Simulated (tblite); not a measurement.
C4H11NOSi.
Cartesian coordinates in Å at the GFN2-xTB level; atoms count from 1:
```xyz
18
C4H11NOSi angstrom
C      2.6731   -0.2032   -0.1855
O      1.5646   -0.4491    0.6401
C      0.3258   -0.4973   -0.0423
C     -0.1379    0.8655   -0.5764
C     -1.6591    0.8331   -0.6796
N     -2.1424    0.1493    0.5052
Si    -1.0622   -1.0051    1.1725
H      2.7352   -0.9419   -0.9955
H      2.6402    0.7991   -0.6280
H      3.5561   -0.2859    0.4464
H      0.4086   -1.2050   -0.8830
H      0.1564    1.6207    0.1550
H      0.3075    1.1171   -1.5408
H     -1.9631    0.3081   -1.5969
H     -2.0698    1.8473   -0.7207
H     -3.1411    0.1643    0.6214
H     -0.7533   -0.7002    2.5657
H     -1.4472   -2.4108    0.9907
```

Method: GFN2-xTB as coded in tblite; computed harmonic values from a numerical Hessian at the method's own geometry, unscaled. Errors from tens to a few hundred cm⁻¹ against measured bands are possible. Modes of hydrogen on silicon can be 10 to 20 % off. One conformer, not necessarily the lowest.

Harmonic wavenumbers (cm⁻¹): 85.2, 102.5, 174.6, 191.3, 216.3, 326.6, 377.0, 398.1, 445.7, 502.1, 541.1, 567.2, 670.0, 730.3, 799.6, 853.6, 882.6, 960.4, 994.6, 1028.5, 1073.8, 1101.2, 1128.5, 1132.5, 1143.6, 1163.0, 1187.2, 1254.8, 1272.6, 1296.0, 1335.0, 1358.7, 1405.5, 1472.1, 1483.7, 1495.8, 1503.3, 2202.3, 2293.4, 2821.7, 2855.3, 2889.7, 2921.8, 2930.9, 2967.7, 2985.3, 3018.1, 3488.1.

A = 3923, B = 1592, C = 1207 MHz; mass 117.061 u (most abundant isotopes); point group C1, symmetry number 1.

Q: What is the zero-point energy?

A: ½Σν̃ = 32014 cm⁻¹ = 382.98 kJ/mol.

Q: What is S at 500 K and 1 bar for an ideal gas of classical rigid rotors and harmonic oscillators?

A: Translation 179.00, rotation 124.21, vibration 166.18: S = 469.4 J/(mol K).

Q: And Cp and H(500 K) − H(0)?

A: Cp = 218.73 J/(mol K), of which vibrations give 185.47 (their classical limit is 48 R = 399.1); H(500 K) − H(0) = 62.29 kJ/mol without the zero-point energy, 45.66 from vibrations.

Q: How do the functions run with temperature in this model?

A: 
| T (K) | S (J/(mol K)) | Cp (J/(mol K)) | H − H(0) (kJ/mol) | G − H(0) (kJ/mol) | ln q(vib) |
| --- | --- | --- | --- | --- | --- |
| 100 | 269.9 | 66.1 | 4.66 | -22.33 | 0.82 |
| 200 | 327.5 | 104.4 | 13.19 | -52.31 | 2.65 |
| 300 | 377.3 | 144.6 | 25.62 | -87.58 | 4.69 |
| 800 | 589.5 | 291.7 | 139.82 | -331.79 | 15.53 |
| 1000 | 658.2 | 323.3 | 201.48 | -456.70 | 19.69 |

q(vib) and H(0) count from the zero-point level.

Q: What must be added to the electronic energy to get the Gibbs energy at 500 K and 1 bar?

A: ZPE + [H(500 K) − H(0)] − T·S = 382.98 + 62.29 − 234.70 = 210.57 kJ/mol.

Q: Blend soft modes into free rotors: weight 1/[1 + (100 cm⁻¹/ν̃)⁴] for the oscillator and the rest for a rotor with moment μB/(μ + B), μ = h/(8π²ν), B = 10⁻⁴⁴ kg m². What vibrational entropy results?

A: 160.18 J/(mol K) in place of 166.18, which changes −T·S at 500 K by +3.00 kJ/mol.

Hindered rotation and anharmonicity are outside this model. Other conformers, if any are populated, would add a mixing term that is left out. The structure is chiral; the term R ln 2 for an equal mix with its mirror image is left out.
